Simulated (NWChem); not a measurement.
Molecule: SiAsH₃OF₂; SMILES F[Si](O)(F)[AsH2]

```xyz
8

O      1.5403     1.4477    -0.0118
Si     0.0127     0.8558    -0.0002
F     -0.8011     1.4293    -1.2734
F     -0.7815     1.4303     1.2849
As    -0.0579    -1.4748     0.0006
H      1.6576     2.4041    -0.0094
H      1.0088    -1.5170     1.0883
H      0.9888    -1.5169    -1.1064
```
Atoms are numbered in this order, from 1.

All runs: NWChem. Pople sets run with spherical d functions. Medium grid unless said otherwise, to which SCAN and Minnesota functionals are sensitive. Structure relaxed at the PBE0/def2-SVP level.

For level MN15/6-31G*:

```
Property                     Value
---------------------------  -----
highest occupied level (eV)  -8.56
orbital gap (eV)              9.50
```

### Question
What are these values for level MN15-L/6-31G*?

### Answer
| Item | Result |
|---|---|
| highest occupied level (eV) | -7.19 |
| orbital gap (eV) | 6.96 |
